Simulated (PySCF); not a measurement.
**Where the electron goes**

C₃H₁₂SSi₂.
Z-matrix (Å and degrees, GFN2-xTB geometry), rows numbered from 1:
```
Si
C   1  1.9089
Si  2  1.9093  1  112.46
C   2  1.5308  1  112.89  3   125.09
C   4  1.5190  2  112.39  1    63.87
S   5  1.8269  4  112.35  2   179.18
H   1  1.4622  2  109.37  3    41.99
H   1  1.4668  2  110.84  3   161.12
H   1  1.4631  2  109.03  3   -78.44
H   2  1.0964  1  107.18  3  -116.83
H   3  1.4669  2  108.72  1  -176.64
H   3  1.4619  2  109.36  1   -57.43
H   3  1.4630  2  109.86  1    64.03
H   4  1.0960  2  109.78  1  -175.43
H   4  1.0927  2  109.93  1   -57.73
H   5  1.0890  4  111.23  2   -64.01
H   5  1.0911  4  111.46  2    57.89
H   6  1.3324  5   96.18  4   -58.54
```

Theory: PySCF, TDDFT PBE0/def2-SVPD, vertical, gas phase, core orbitals frozen in the response.

Kohn–Sham orbitals with the atoms that hold most of them (Löwdin shares over 4%, at most four atoms; ? is withheld):

| orbital | ε (eV) | atoms |
| --- | --- | --- |
| HOMO-3 | -9.42 | S6 15%, C2 13%, Si1 12%, Si3 8% |
| HOMO-2 | -8.88 | C2 22%, S6 21%, Si1 11%, C4 9% |
| HOMO-1 | -8.37 | ? |
| HOMO | -6.90 | S6 74%, C5 10%, H18 6% |
| LUMO | -0.05 | ? |
| LUMO+1 | 0.40 | S6 28%, H18 12%, Si1 12%, Si3 9% |
| LUMO+2 | 0.60 | Si1 24%, Si3 22%, H8 10%, H11 9% |

(1) Which atoms hold the HOMO-1, and with what shares?

(2) Give the leading atoms of the LUMO.

(3) How does S1 compare with the orbital gap of 6.85 eV?

(4) One configuration dominates each of S1 and S8. Which, and how do the shares of the two leading atoms of either orbital change from the occupied to the empty one?

## Answers

(1) C2 (bonded to C, 2 Si and H) 31%; Si3 (bonded to C and 3 H) 15%; Si1 (bonded to C and 3 H) 14%; C4 (bonded to 2 C and 2 H) 8%. By element: carbon 39% or more, silicon 28%.

(2) S6 (bonded to C and H) 24%; Si3 (bonded to C and 3 H) 12%; Si1 (bonded to C and 3 H) 10%; C5 (bonded to C, S and 2 H) 6%. By element: sulfur 24%, silicon 22%, carbon 6% or more.

(3) S1 is at 5.47 eV (f = 0.0041), 1.38 eV below the gap, made of HOMO→LUMO (72%), HOMO→LUMO+1 (14%). 

(4) 
- S1 (5.47 eV, f 0.0041), HOMO→LUMO (72%): S6 74% → 24%, C5 10% → 6%, Si3 at most 4% → 12%
- S8 (7.24 eV, f 0.017), HOMO-1→LUMO (81%): C2 31% → at most 7%, Si3 15% → 12%, S6 at most 8% → 24%

One conformer stands for the species.
